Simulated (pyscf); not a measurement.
PySCF, gas phase, ωB97X-D3(BJ)/def2-SVP geometries.

SMILES: [SiH3][Si]([SiH3])([SiH3])[BiH2]
```xyz
16

Si     1.1923    -1.2090    -0.4622
Si     0.2691     0.8915    -0.1044
Si    -0.4188     1.1262     2.1040
Si    -1.5411     1.2474    -1.5191
Bi     2.0629     2.7418    -0.6000
H      0.1954    -2.2898    -0.1944
H      2.3627    -1.4004     0.4442
H      1.6493    -1.3178    -1.8790
H      0.7417     0.9317     3.0238
H     -1.4750     0.1269     2.4446
H     -0.9705     2.4979     2.3188
H     -2.0849     2.6231    -1.3090
H     -2.6284     0.2581    -1.2563
H     -1.1087     1.1200    -2.9429
H      2.4997     1.9085    -2.1186
H      3.2861     1.7954     0.2941
```
Charge 0, spin multiplicity 1.

**Question.** What is the homolytic dissociation enthalpy (298 K, ωB97M-D3(BJ)/def2-TZVP) of the Bi–Si bond of `[SiH3][Si]([SiH3])([SiH3])[BiH2]`, to H₃Si–Si•(SiH₃)–SiH₃ + BiH₂•?

**Answer.** Bi–Si to H₃Si–Si•(SiH₃)–SiH₃ + BiH₂•: 49.0 kcal/mol. The 7 functionals that were run give +41.9 (M06-2X) to +57.8 kcal/mol (ωB97X-D3(BJ)/def2-TZVP). Other isomers of H₃Si–Si•(SiH₃)–SiH₃ were not searched in full and may lie lower. Elements past Kr carry the def2 core potentials, without spin-orbit coupling.
